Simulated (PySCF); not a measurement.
A run for PySCF: R-BP86/LANL2DZ on BeH2Se (SMILES [BeH][SeH]), a point of a bond scan (R = 1.458 Å).

```python
from pyscf import gto, scf, dft, mp
from pyscf.data.elements import chemcore

mol = gto.M(
    atom='''
    Be   -0.68973544   -0.76066788   -1.41803736
    H    -1.26122346   -1.39918725   -2.59790175
    Se    0.09181580    0.16025393    0.22400564
    H     0.84647439   -1.06482192    0.54659910
    ''',
    basis='lanl2dz',
    ecp={'Se': 'lanl2dz'},
    charge=0, spin=0, verbose=3, max_memory=1800)
mf = dft.RKS(mol, xc='b88,p86')
mf.conv_tol = 1e-8
mf.max_cycle = 100
mf.kernel()
if not mf.converged:
    mf = mf.newton().run(mf.mo_coeff, mf.mo_occ)
```

It printed:

```
converged SCF energy = -25.1970618162031
```

The calculation finished and met its thresholds.

Cost: about 1.7 core-seconds (a rough figure).
